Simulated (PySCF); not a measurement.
**Br: ionisation energy**

Br [Ar] 3d10 4s2 4p5 (2P) → Br+ [Ar] 3d10 4s2 4p4 (3P), as a difference of total energies. Calculation: PySCF 2.14, in x2c-TZVPall (6s5p4d1f, 48 functions); the spin-free X2C one-electron Hamiltonian (Gaussian nucleus). Correlated levels: valence: [Ar] 3d10 frozen. The calculations carry no spin-orbit coupling.

```csv
method,ionisation energy (eV)
UHF,10.722
BP86,11.946
SCS-MP2 (valence),11.537
CCSD (valence),11.541
CCSD(T) (valence),11.575
```

Task: Estimate what MP2 (valence) gives.

Result: 11.539 eV, closest to CCSD (valence) among the rows shown.

Task: Estimate what LDA gives.

Result: 12.077 eV, closest to BP86 among the rows shown.

Errors of the correlated levels include the incompleteness of this basis and the frozen core.

For comparison: 11.844 eV (measured; NIST levels, between the centres of gravity of the two terms).
